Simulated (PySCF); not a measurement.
H5InP2, SMILES [PH2][InH][PH2]. Atoms are numbered in the order given.

```xyz
8

In     0.0067    -0.5096     0.0000
H     -0.0696    -2.2521     0.0000
P     -0.1211     0.7909    -2.1802
H      0.8630    -0.0256    -2.8215
H      0.8247     1.7739    -1.7522
P     -0.1211     0.7909     2.1802
H      0.8247     1.7739     1.7522
H      0.8630    -0.0256     2.8215
```

Geometry optimised at B3LYP-D3(BJ)/def2-SVP. The def2 effective core potentials stand for the cores of In; spin–orbit coupling is left out. One conformer was computed; it need not be the lowest.

Calculation: M06-2X/def2-TZVPD run with PySCF.

Mulliken values depend strongly on the basis, most of all with diffuse functions as here. ESP charges are fitted to the potential on shells at 1.4 to 2.0 van der Waals radii. Atomic charges (e):

| atom | Mulliken | ESP fit |
|---|---|---|
| In1 | 0.56 | 0.57 |
| H2 | -0.16 | -0.20 |
| P3 | -0.41 | -0.27 |
| H4 | 0.10 | 0.04 |
| H5 | 0.10 | 0.04 |
| P6 | -0.41 | -0.27 |
| H7 | 0.10 | 0.04 |
| H8 | 0.10 | 0.04 |
